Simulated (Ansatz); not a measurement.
Input and output for C3H4F4O, SMILES `OCC(F)(F)C(F)F`.

```yaml
crystal:
  periodic: [false, false, false]
  atoms:
    - {symbol: O, position_ang: [0.230764, 1.830563, -0.716753]}
    - {symbol: C, position_ang: [0.997589, 0.596120, -0.488120]}
    - {symbol: C, position_ang: [0.241384, -0.379409, 0.515929]}
    - {symbol: F, position_ang: [1.043609, -1.519406, 0.761934]}
    - {symbol: F, position_ang: [0.049240, 0.295370, 1.762608]}
    - {symbol: C, position_ang: [-1.208570, -0.844595, 0.004885]}
    - {symbol: F, position_ang: [-1.057597, -1.541676, -1.220983]}
    - {symbol: F, position_ang: [-1.789037, -1.721082, 0.947425]}
    - {symbol: H, position_ang: [0.230109, 2.369166, 0.137240]}
    - {symbol: H, position_ang: [2.044739, 0.790479, -0.050206]}
    - {symbol: H, position_ang: [1.117419, 0.067552, -1.496673]}
    - {symbol: H, position_ang: [-1.899648, 0.056917, -0.157298]}
basis:
  gaussian: {orbitals: def2-mTZVPP}
hamiltonian: {xc: {name: RPBE}, dispersion: d4}
scf: {lower_state_search: off}
output: {forces: true}
```

```sh
$ ansatz run in.yaml --threads 2 --pin off --events-out ev --progress --plain --max-ram 22528MiB --backend cpu
```

Output, abridged:

```
Functional definition: RPBE
1543 factors; their error is unknown
mean field evaluation 1: about -16088.9676 eV, gradient 6.2e1 eV
mean field evaluation 2: about -16075.0504 eV, gradient 1.1e2 eV
mean field evaluation 4: about -16095.2318 eV, gradient 5.0e0 eV
mean field evaluation 8: about -16095.2770 eV, gradient 2.7e-1 eV
mean field evaluation 16: about -16095.2407 eV, gradient 7.0e-4 eV
mean field -16095.24067480 eV, -591.4891850530 hartree, gradient 6.6e-6 eV, S^2 0.000000; 0 other end points of the search recorded, 0 dependent functions left out
reference -16095.24070189 eV, -591.4891860485 hartree; 33, 33 occupied and 164, 164 virtual orbitals, 1543 factors
Total energy: -16096.10493486 eV, -591.5209460243 hartree
Atom 0 at     0.230764     1.830563    -0.716753 Å, force     0.559686    -0.375426     1.236145 eV/Å
Atom 1 at     0.997589     0.596120    -0.488120 Å, force     0.190639    -0.119646     0.195211 eV/Å
Atom 2 at     0.241384    -0.379409     0.515929 Å, force     0.026950    -0.072323    -0.043967 eV/Å
Atom 3 at     1.043609    -1.519406     0.761934 Å, force    -0.812634     1.182849    -0.234370 eV/Å
Atom 4 at     0.049240     0.295370     1.762608 Å, force     0.172588    -0.660353    -1.215536 eV/Å
Atom 5 at    -1.208570    -0.844595     0.004885 Å, force    -0.053419     0.056478     0.117328 eV/Å
Atom 6 at    -1.057597    -1.541676    -1.220983 Å, force    -0.108434     0.691751     1.252456 eV/Å
Atom 7 at    -1.789037    -1.721082     0.947425 Å, force     0.621270     0.889974    -1.009566 eV/Å
Atom 8 at     0.230109     2.369166     0.137240 Å, force     0.126991    -0.971572    -1.166748 eV/Å
Atom 9 at     2.044739     0.790479    -0.050206 Å, force    -1.243368    -0.178802    -0.466684 eV/Å
Atom 10 at     1.117419     0.067552    -1.496673 Å, force    -0.265652     0.683709     1.171608 eV/Å
Atom 11 at    -1.899648     0.056917    -0.157298 Å, force     0.785382    -1.126639     0.164123 eV/Å
Dipole moment:     0.153537     0.471036    -0.057147 e Å
Checks for a lower state left out: stability, starts, cluster_reference, orbital_swaps, neighbouring_geometries, increment
```

It took 4 s on 2 threads of an AMD EPYC 7R13 on a shared host, with 0.53 GiB of host memory at the peak.
